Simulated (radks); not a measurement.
Values are calculated unless marked as measured or tabulated.
Species: Tb4+. Configuration: [Xe] 4f7.

Code: a radial shooting solver on a logarithmic mesh with Libxc functionals. Model: non-relativistic Kohn-Sham, PBE, spin-polarised, spherical densities, point nucleus; open shells are filled with parallel spins first (spin-orbit coupling, left out, can overturn this in heavy ions); relativity is left out, which matters for an element this heavy.

Energy parts (Ry):
| part | energy |
|---|---|
| total | -22453.0556 |
| kinetic | 22446.6592 |
| electron-nucleus | -53088.6977 |
| Hartree | 8677.3862 |
| exchange-correlation | -488.4033 |

Orbitals (lengths in bohr, moments of r in powers of bohr):
\begin{tabular}{lrrr}
orbital & occ. & eigenvalue (Ry) & <r^4> \\ \hline
1s up & 1 & -3577.673 & 1.337e-06 \\
1s down & 1 & -3577.673 & 1.337e-06 \\
2s up & 1 & -574.6765 & 0.0002249 \\
2s down & 1 & -574.6686 & 0.0002248 \\
2p up & 3 & -547.3668 & 0.0001432 \\
2p down & 3 & -547.3623 & 0.0001432 \\
3s up & 1 & -130.1013 & 0.008329 \\
3s down & 1 & -129.8268 & 0.008291 \\
3p up & 3 & -117.8876 & 0.007607 \\
3p down & 3 & -117.6380 & 0.007566 \\
3d up & 5 & -95.11983 & 0.005465 \\
3d down & 5 & -94.94056 & 0.005424 \\
4s up & 1 & -28.57862 & 0.2007 \\
4s down & 1 & -28.08323 & 0.2015 \\
4p up & 3 & -23.76433 & 0.2280 \\
4p down & 3 & -23.27122 & 0.2296 \\
4d up & 5 & -15.15876 & 0.3137 \\
4d down & 5 & -14.67069 & 0.3196 \\
4f up & 7 & -4.53975 & 1.077 \\
4f down & 0 & -4.08713 & 1.305 \\
5s up & 1 & -6.37981 & 5.816 \\
5s down & 1 & -6.19176 & 6.204 \\
5p up & 3 & -4.97989 & 8.671 \\
5p down & 3 & -4.83075 & 9.338 \\
\end{tabular}

The highest occupied level is 4f up at -61.766 eV. The density falls to 0.001 e/bohr^3 at r = 3.10 bohr. The electron density at the nucleus is 1.957e+05 e/bohr^3. Summed over all electrons, <r^2> = 32.48 bohr^2, which gives a Langevin (diamagnetic) susceptibility term of -25.7 x 10^-6 cm^3/mol. Virial ratio -V/T = 2.00028. Spin moment in Bohr magnetons: 7. The spin density at the nucleus is 0.156 e/bohr^3 (1s 0.004, 2s -0.466, 3s -5.765, 4s 1.735, 5s 4.648).
